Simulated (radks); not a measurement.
Problem. Species: Au3+. Configuration: [Xe] 4f14 5d7 6f1 (not the ground configuration). Method: scalar-relativistic Kohn-Sham, BLYP, spin-polarised, spherical densities, point nucleus; open shells are filled with parallel spins first (spin-orbit coupling, left out, can overturn this in heavy ions); computed with a radial shooting solver on a logarithmic mesh with Libxc functionals. Some entries of the table are withheld. Estimate them.

orbital,occ.,eigenvalue (Ry),<1/r> (bohr^-1),<r> (bohr)
1s down,1,-5941.942,95.83,0.01686
1s up,1,-5941.942,95.83,0.01686
2s up,1,-1051.287,22.46,0.07111
2s down,1,-1051.268,22.46,0.07111
2p up,3,-909.2006,19.97,0.06424
2p down,3,-909.1850,19.97,0.06424
3s up,1,-250.7866,8.326,0.1838
3s down,1,-250.7790,8.326,0.1838
3p up,3,-209.5871,7.593,0.1851
3p down,3,-209.5786,7.593,0.1851
3d up,5,-165.6192,7.146,0.1677
3d down,5,-165.6051,7.146,0.1677
4s up,1,-57.15544,3.569,0.4070
4s down,1,-57.13611,3.568,0.4070
4p up,3,-43.64779,3.221,0.4336
4p down,3,-43.62972,3.221,0.4335
4d up,5,-27.44693,2.887,0.4584
4d down,5,-27.42609,2.887,0.4583
5s up,1,-11.46149,1.468,0.9219
5s down,1,-11.33577,1.475,0.9187
4f up,7,-9.46010,2.463,0.4984
4f down,7,-9.43082,2.466,0.4972
5p up,3,-7.84449,1.255,1.056
5p down,3,-7.69176,1.261,1.053
5d up,5,-3.72460,(1),1.386
5d down,2,-3.55793,(2),1.395
6f up,1,-0.65533,0.2087,6.510

Solution. 
(1) 5d up <1/r> (bohr^-1): 0.9344
(2) 5d down <1/r> (bohr^-1): 0.9316
